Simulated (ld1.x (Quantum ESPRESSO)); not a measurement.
**Building the TM potential for bismuth (LDA (PZ), fully relativistic).**

```json
{"Element": "bismuth (Bi)", "Generator": "ld1.x (Quantum ESPRESSO) 7.5", "Type": "norm-conserving Troullier–Martins (Kleinman–Bylander form)", "Functional": "LDA (PZ)", "Relativity": "fully relativistic", "Frozen core": "[Xe] 4f14 5d10", "Valence charge": "5", "Reference configuration": "6s2 6p3", "Partial waves": "6s (bound): rc 1.45 bohr; 6p (bound): rc 2.55 bohr", "Local potential": "all-electron potential smoothed inside 1.85 bohr (lloc = -1)", "Core correction": "none"}
```

Open shells are filled in proportion to 2j + 1 (rel_dist='average').

Question: Does the generator finish with these settings?

Answer: Yes, a potential is produced and its reference levels are reproduced.

Question: Estimate the cutoffs (Ry, on a coarse ladder) from which the occupation-weighted sum of valence levels, in a spherical-Bessel basis at the reference potential, stays within 10 and 1 mRy of its value at 400 Ry.

Answer: 55 Ry and 160 Ry.

Question: What does a ghost test show?

Answer: Ghost states, extra bound levels that the all-electron valence spectrum of the same l lacks: s at -35.1 eV, d at -7.4 eV. A true bound ghost makes a file unfit for plane-wave use.

Question: Which valence shell sets the plane-wave cutoff?

Answer: 6s: its level needs 120 Ry to come within 1 mRy, against 15 Ry for 6p.

Question: Tests: 6s2 6p2; 6s2 6p1; 6s2 6p0; 6s0 6p5; 6s1 6p3; 6s1 6p0; 6s2 6p3.3. Which has the largest error in its energy relative to the reference configuration, and how large is it?

Answer: 6s1 6p0, with +378 meV (all-electron minus pseudo) on +93.88 eV.
